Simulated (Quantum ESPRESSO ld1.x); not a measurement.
I14+, configuration [Kr] 4d3 (the NIST ground configuration). Calculated with ld1.x of Quantum ESPRESSO 7.5: scalar-relativistic Kohn-Sham, LDA (Slater exchange, Perdew-Wang correlation), spin-polarised, spherical densities, point nucleus; open shells are filled with parallel spins first. Some entries of the table are withheld. Estimate them.

orbital,occ.,eigenvalue (eV),r(max) (bohr)
1s up,1,-33267.1,0.018
1s down,1,-33267.1,0.018
2s up,1,-5411.36,0.099
2s down,1,-5409.96,0.099
2p up,3,-4892.44,0.080
2p down,3,-4891.31,0.080
3s up,1,-1335.54,0.286
3s down,1,-1334.56,0.286
3p up,3,-1167.42,0.280
3p down,3,-1166.37,0.280
3d up,5,-916.513,0.231
3d down,5,-915.159,0.231
4s up,1,-463.301,0.663
4s down,1,-458.896,0.663
4p up,3,(1),0.691
4p down,3,(2),0.685
4d up,3,(3),0.719
4d down,0,(4),0.719
5s up,0,-224.408,1.32
5s down,0,-222.194,1.32
5p up,0,-202.331,(5)
5p down,0,-200.360,(6)

Answer. 
(1) 4p up eigenvalue (eV): -406.767
(2) 4p down eigenvalue (eV): -402.378
(3) 4d up eigenvalue (eV): -322.472
(4) 4d down eigenvalue (eV): -318.165
(5) 5p up r(max) (bohr): 1.40
(6) 5p down r(max) (bohr): 1.41
